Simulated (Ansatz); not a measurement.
A structure drawn as `C[CH](C)[Ga]([CH](C)C)[CH](C)C`, with this starting geometry:

Cartesian coordinates in Å:
```
C 0.812 1.883 -1.444
C -0.041 0.667 -1.457
C -1.444 0.968 -1.938
Ga -0.061 0.118 -0.023
C -0.686 0.499 1.663
C -1.977 -0.341 1.612
C -1.025 1.941 1.949
C 1.205 -1.747 0.364
C 2.616 -1.283 -0.003
C 0.746 -2.862 -0.546
H 1.793 1.707 -1.027
H 0.880 2.354 -2.436
H 0.317 2.730 -0.704
H 0.434 -0.051 -2.124
H -1.948 1.680 -1.308
H -1.472 1.328 -2.993
H -2.068 -0.011 -1.918
H -0.026 0.123 2.419
H -2.641 0.025 0.796
H -1.704 -1.347 1.375
H -2.480 -0.292 2.601
H -1.450 2.029 2.950
H -0.084 2.529 1.984
H -1.709 2.380 1.201
H 1.155 -2.042 1.401
H 2.697 -0.954 -1.021
H 2.944 -0.432 0.623
H 3.318 -2.145 0.193
H 0.824 -2.597 -1.592
H -0.309 -3.099 -0.241
H 1.383 -3.758 -0.355
```

Total charge 0; spin multiplicity 1.

Question: Relax it with Ansatz at PBE-D4/def2-SVP and then PBE0-D4/def2-TZVP. Is the drawn bonding still there?

Answer: Yes, every drawn bond is still there and no new one forms.

Question: Give the relaxed structure. (An estimate is asked.)

Answer: The calculation gave: 
Z-matrix (Å, degrees):
```
C
C 1 1.528
H 1 1.095 2 112.5
H 1 1.095 2 111.6 3 -120.8
H 1 1.098 2 111.1 3 120.0
Ga 2 2.002 1 110.4 3 58.1
C 2 1.525 1 110.9 3 -176.5
H 2 1.097 1 107.9 3 -58.0
C 6 1.999 2 121.4 1 75.2
C 6 1.999 2 117.7 1 -107.5
H 7 1.098 2 111.2 1 56.2
H 7 1.094 2 111.7 1 -63.1
H 7 1.094 2 112.4 1 176.3
C 9 1.530 6 108.3 2 91.3
C 9 1.523 6 114.7 2 -33.2
H 9 1.097 6 106.3 2 -153.2
C 10 1.527 6 109.9 2 -66.7
C 10 1.526 6 110.7 2 55.8
H 10 1.096 6 108.3 2 174.9
H 14 1.098 9 111.1 6 176.8
H 14 1.095 9 112.5 6 56.7
H 14 1.095 9 111.7 6 -64.2
H 15 1.098 9 111.2 6 179.5
H 15 1.094 9 111.6 6 60.2
H 15 1.094 9 112.4 6 -60.3
H 17 1.096 10 111.5 6 59.1
H 17 1.098 10 111.3 6 178.2
H 17 1.094 10 112.5 6 -61.6
H 18 1.094 10 112.5 6 62.0
H 18 1.098 10 111.3 6 -177.8
H 18 1.095 10 111.5 6 -58.7
```
No frequency check was run.

Atoms count as bonded under 1.1 times the sum of their covalent radii (H–H under 0.85 Å, pairs among N, O and F under 1.55 Å), and a drawn bond as lost past 1.3 times.
